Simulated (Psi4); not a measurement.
## A ladder of methods for SiH2Cl2O2 (SMILES O[Si](O)(Cl)Cl)

The species is SiH2Cl2O2 (7 atoms), meant as a singlet with charge 0. SMILES: `O[Si](O)(Cl)Cl`. Geometry: optimised at PBE0/def2-TZVP. This is one conformer, not always the lowest.

```tsv
atom	x (Å)	y (Å)	z (Å)
O	-0.8661	0.3157	1.0181
Si	0.0075	-0.0589	-0.2962
O	1.1392	-1.1361	0.1123
Cl	-1.1142	-0.9189	-1.7470
Cl	0.8213	1.6530	-1.0594
H	-1.4364	1.0855	0.9811
H	1.6765	-0.9482	0.8845
```

Each level gives the dipole moment (D). The values are calculated.

```json
{"level": "PBE-D4/def2-TZVPP (density fitting)", "kind": "GGA", "program": "Psi4", "value (D)": "2.00"}
{"level": "r2SCAN-D4/def2-TZVPP (density fitting)", "kind": "meta-GGA", "program": "Psi4", "value (D)": "2.06"}
{"level": "B3LYP-D4/def2-TZVPP (density fitting)", "kind": "global hybrid", "program": "Psi4", "value (D)": "2.04"}
{"level": "PBE0-D4/def2-TZVPP (density fitting)", "kind": "global hybrid", "program": "Psi4", "value (D)": "2.05"}
{"level": "wB97M-V/def2-TZVPP (density fitting)", "kind": "range-separated hybrid", "program": "Psi4", "value (D)": "2.06"}
```

The values span 2.00 to 2.06 D. Magnitudes only.
